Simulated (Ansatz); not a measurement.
Geometry optimisation, RKS PBE0-D4/def2-SVP (Ansatz 0.2.0).

input.yaml

```yaml
crystal:
  periodic: [false, false, false]
  atoms:
    - { symbol: Ga, position_ang: [-0.059667, -0.244759, -0.001002] }
    - { symbol: O, position_ang: [-0.029468, -0.287775, 1.796937] }
    - { symbol: H, position_ang: [-0.895857, -0.401103, 2.199534] }
    - { symbol: H, position_ang: [1.361687, -0.232386, -0.630427] }
    - { symbol: H, position_ang: [-1.471806, -0.3227, -0.671069] }
    - { symbol: F, position_ang: [0.097444, 2.467823, 0.990937] }
    - { symbol: H, position_ang: [0.237269, 1.8939, 1.705391] }
basis:
  gaussian: { orbitals: def2-SVP }
hamiltonian:
  xc: pbe0
  dispersion: d4
relax:
  f_tol: 0.03
  max_steps: 50
```

Command:

```bash
$ ansatz run input.yaml --threads 2 --pin off --max-ram 3072MiB --backend cpu --events-out ev --progress --plain --runs-dir out
```

Q: Where does it end, and by what steps?

A: The run converged. After 17 steps the energy has fallen by 0.913 eV; H7 moved furthest, 0.96 Å. Parted: F6–H7 (0.93 → 1.92 Å). Joined: Ga1–F6 (2.89 → 1.81 Å), O2–H7 (2.20 → 0.98 Å).

```json
{"step": "0", "energy less start (eV)": "0.0000", "largest force component (eV/Å)": "0.423", "accepted": "yes"}
{"step": "1", "energy less start (eV)": "-0.1593", "largest force component (eV/Å)": "0.693", "accepted": "yes"}
{"step": "2", "energy less start (eV)": "-0.2559", "largest force component (eV/Å)": "1.593", "accepted": "yes"}
{"step": "3", "energy less start (eV)": "-0.3479", "largest force component (eV/Å)": "0.814", "accepted": "yes"}
{"step": "4", "energy less start (eV)": "-0.3863", "largest force component (eV/Å)": "0.531", "accepted": "yes"}
{"step": "5", "energy less start (eV)": "-0.4256", "largest force component (eV/Å)": "0.424", "accepted": "yes"}
{"step": "6", "energy less start (eV)": "-0.4742", "largest force component (eV/Å)": "0.855", "accepted": "yes"}
{"step": "7", "energy less start (eV)": "-0.4615", "largest force component (eV/Å)": "2.903", "accepted": "no"}
{"step": "8", "energy less start (eV)": "-0.6092", "largest force component (eV/Å)": "0.940", "accepted": "yes"}
{"step": "9", "energy less start (eV)": "-0.7077", "largest force component (eV/Å)": "1.099", "accepted": "yes"}
{"step": "10", "energy less start (eV)": "-0.8335", "largest force component (eV/Å)": "0.697", "accepted": "yes"}
{"step": "11", "energy less start (eV)": "-0.8980", "largest force component (eV/Å)": "0.354", "accepted": "yes"}
{"step": "12", "energy less start (eV)": "-0.9056", "largest force component (eV/Å)": "0.270", "accepted": "yes"}
{"step": "13", "energy less start (eV)": "-0.8874", "largest force component (eV/Å)": "0.809", "accepted": "no"}
{"step": "14", "energy less start (eV)": "-0.9069", "largest force component (eV/Å)": "0.115", "accepted": "yes"}
{"step": "15", "energy less start (eV)": "-0.9128", "largest force component (eV/Å)": "0.087", "accepted": "yes"}
{"step": "16", "energy less start (eV)": "-0.9130", "largest force component (eV/Å)": "0.036", "accepted": "yes"}
{"step": "17", "energy less start (eV)": "-0.9132", "largest force component (eV/Å)": "0.007", "accepted": "yes"}
```

```xyz
7
Properties=species:S:1:pos:R:3
Ga 0.023 0.328 -0.160
O 0.000 0.043 1.958
H -0.854 -0.237 2.312
H 1.424 -0.180 -0.620
H -1.417 -0.143 -0.562
F 0.046 2.042 0.422
H 0.018 1.019 2.042
```

Whether the end is a true minimum wasn't checked by a vibrational analysis.

Time of the run: 30 s on 2 threads of Arm Neoverse V1, on a shared host, peak memory 0.16 GiB.
